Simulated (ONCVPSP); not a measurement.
## Before and after: ONCV potential for Fe (Z = 26)

| Property | Result |
| --- | --- |
| Element | Fe |
| Generator | ONCVPSP 4.0.1 |
| Type | optimised norm-conserving Vanderbilt (ONCV) |
| Functional | PBEsol |
| Relativity | scalar-relativistic |
| Frozen core | [Ne] |
| Valence charge | 16 |
| Reference configuration | 3s2 3p6 3d7 4s1 |
| Partial waves | 3s+4s: rc 1.45 bohr, ncon 5, nbas 9, qcut 6.7 1/bohr, 2 projectors; 3p: rc 1.05 bohr, ncon 5, nbas 9, qcut 15 1/bohr, 1 projector; 3d: rc 1.20 bohr, ncon 4, nbas 9, qcut 12.4 1/bohr, 1 projector |
| Local potential | polynomial inside 0.85 bohr (lpopt 5, dvloc0 -1 Ha) |
| Core correction | Teter function, fcfact 4, rcfact 1.35 |

Change: functional LDA (Perdew-Zunger).

Cutoffs: the cutoffs (Ha) at which the residual kinetic energy of the hardest occupied pseudo-wave falls to 1 and 0.1 mHa per electron; they do not see the model core or the augmentation charge, which bear on the density cutoff. Errors are all-electron minus pseudo energies relative to the spin-unpolarised reference configuration.

How do hardness, ghosts and transferability respond?

The potential gets neither clearly harder nor softer (68 Ha and 85 Ha → 67 Ha and 84 Ha); of the 4 tests that both files solve, the error grows in 2 and shrinks in 0 by more than 15 % and 0.3 meV (median size 3.4 → 3.8 meV); neither file shows a bound ghost.

```csv
quantity,base,changed
"cutoff, loose",68 Ha,67 Ha
"cutoff, tight",85 Ha,84 Ha
loose cutoff by channel,"s 17 Ha, p 68 Ha, d 61 Ha","s 17 Ha, p 67 Ha, d 61 Ha"
bound ghosts,none,none
GHOST(+) flags under 300 eV,none,none
"error for 3s2 3p6 3d6 4s2, meV [ΔE 0.80 → 0.83 eV]",+3.2,+3.7
"error for 3s2 3p6 3d6 4s1, meV [ΔE 9.55 → 9.81 eV]",+0.1,+0.4
"error for 3s2 3p6 3d6 4s0, meV [ΔE 25.66 → 26.30 eV]",-3.6,-3.9
"error for 3s2 3p6 3d5 4s2 4p1, meV [ΔE 9.58 → 9.69 eV]",+41,+45
s: phases at 1.47 bohr within 0.05 rad from the reference energy up to (Ha; the scan ends near 5),to the end of the scan,to the end of the scan
p: phases at 1.07 bohr within 0.05 rad from the reference energy up to (Ha; the scan ends near 5),4.9,4.8
d: phases at 1.22 bohr within 0.05 rad from the reference energy up to (Ha; the scan ends near 5),3.2,3.2
"rms error of d²Exc/dni dnj with the model core, mHa",1.15,0.97
```
